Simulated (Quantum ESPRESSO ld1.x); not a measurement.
Species: Fe. Configuration: [Ar] 3d4 4s2 5s2 (not the ground configuration). All-electron calculation, scalar-relativistic Kohn-Sham, LDA (Slater exchange, Perdew-Zunger correlation), spin-polarised, spherical densities, point nucleus; open shells are filled with parallel spins first. Program: ld1.x of Quantum ESPRESSO 7.5.

X-ray form factor f0, the Fourier transform of the density (f0(0) = 26):

sin(theta)/lambda (1/angstrom)  f0 (electrons)
0.05                                    24.413
0.1                                     22.369
0.15                                    20.915
0.2                                     19.375
0.25                                    17.790
0.3                                     16.303
0.4                                     13.700
0.5                                     11.550
0.6                                      9.856
0.8                                      7.694
1                                        6.544
1.25                                     5.587
1.5                                      4.725
2                                        3.204
